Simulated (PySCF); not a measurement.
ZrF4, SMILES [F][Zr]([F])([F])[F], multiplicity 1. Geometry: PBE-D3(BJ)/def2-SVP. The multiplicity is an assumed one; other spin states were not compared. The isomer is the one that the SMILES or the coordinates give; other isomers of the formula were not compared. The def2 effective core potentials stand for the cores of Zr; spin–orbit coupling is left out.

These are PBE-D3(BJ)/def2-SVP (PySCF 2.14.0) values and carry that method's errors.

Harmonic wavenumbers (cm⁻¹): 154, 154, 163, 163, 163, 663, 690, 690, 690. Rotational constants (GHz): 2.738, 2.738, 2.738; symmetry number 12.

Work out the zero-point energy and the ideal-gas rigid-rotor harmonic-oscillator thermochemistry at 298.15 K and 1 atm.

ZPE = ½ Σ hcν = ½ × 3531 cm⁻¹ = 5.05 kcal/mol. H − E(el) = 9.68 kcal/mol. Entropy in cal/(mol K): translation 41.25, rotation 22.21, vibration 14.08, total 77.54. G − E(el) = -13.43 kcal/mol. Cp = 20.86 cal/(mol K).
